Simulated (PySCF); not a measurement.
PySCF input for AsH2, SMILES [AsH2], multiplicity 2, PBE0-D3(BJ)/def2-TZVPD. Geometry optimised at PBE0-D3(BJ)/def2-TZVPD. The isomer is the one that the SMILES or the coordinates give; other isomers of the formula were not compared.

```python
import numpy as np
from pyscf import gto, scf, dft, df
from pyscf.hessian import thermo

mol = gto.M(
    atom='''
    As    0.00000000    0.00000000    0.06125705
    H     0.00000000   -1.08657698   -1.01074123
    H     0.00000000    1.08657686   -1.01074135
    ''',
    basis='def2-TZVPD',
    charge=0,
    spin=1,
    max_memory=1600,
    verbose=3,
)
mf = dft.UKS(mol, xc='pbe0').density_fit(auxbasis='def2-universal-jkfit')
mf.disp = 'd3bj'
mf.grids.level = 3
mf.conv_tol = 1e-11
mf.max_cycle = 100
mf.kernel()
fine, coarse = mf.grids, dft.Grids(mol).set(level=1).build(with_non0tab=True)
for _ in range(3):  # follow internal instabilities
    mf.grids = coarse
    mo, _, stable, _ = mf.stability(return_status=True, nroots=4)
    mf.grids = fine
    if stable:
        break
    mf.kernel(mf.make_rdm1(mo, mf.mo_occ))

# [left out here: the lines that compute and print the analytic Hessian (its translational invariance restored by hand, since the grid's response is missing), thermochemistry and intensities]
```

Program output:

```

WARN: HOMO -0.209715641278598 >= LUMO -0.209715641278597

converged SCF energy = -2236.76296558603  <S^2> = 0.75502931  2S+1 = 2.005023
<class 'pyscf.df.df_jk.DFUKS'> wavefunction is stable in the internal stability analysis

WARN: DFTD3 does not support analytical Hessian, using finite difference


WARN: Mole.unit (angstrom) is changed to Bohr

Mode                                 0                   1                   2
Irrep
Freq [cm^-1]                     1001.4583           2197.1991           2208.6780
Reduced mass [au]                   1.0220              1.0204              1.0216
Force const [Dyne/A]                0.6039              2.9024              2.9361
Char temp [K]                    1440.8756           3161.2803           3177.7959
Normal mode                   x     y     z       x     y     z       x     y     z
       0  As                -0.00  0.00  0.01   -0.00  0.00 -0.01    0.00  0.01  0.00
       1   H                 0.00  0.48 -0.51    0.00  0.51  0.48   -0.00 -0.50 -0.49
       2   H                -0.00 -0.48 -0.51   -0.00 -0.51  0.48    0.00 -0.50  0.49
temperature 298.1500 [K]
pressure 101325.00 [Pa]
Rotational constants [GHz] 224.01136 212.32724 109.00643
Symmetry number 2
Zero-point energy (ZPE) 0.01232 [Eh]   32343.048 [J/mol]
                           tot       elec      trans        rot        vib
Entropy [J/mol/K]       225.190      5.763    162.910     56.123      0.394
Cv [J/mol/K]             26.560      0.000     12.472     12.472      1.617
Cp [J/mol/K]             34.875      0.000     20.786     12.472      1.617
Internal energy [J/mol]                      3718.434   3718.434  32440.508
Internal energy [Eh]   -2236.74778  -2236.76297
Enthalpy [J/mol]                             6197.391   3718.434  32440.508
Enthalpy [Eh]          -2236.74683
Gibbs free energy [J/mol]                  -42374.317 -13014.679  32323.105
Gibbs free energy [Eh] -2236.77241
mode   freq/cm-1   IR/(km/mol)
   1     1001.46        19.695
   2     2197.20        95.026
   3     2208.68       107.892
max |gradient| / (hartree/bohr): 1.8297257139476122e-06
APT charges: [ 0.2323 -0.1161 -0.1161]
```

Self-consistency was reached.
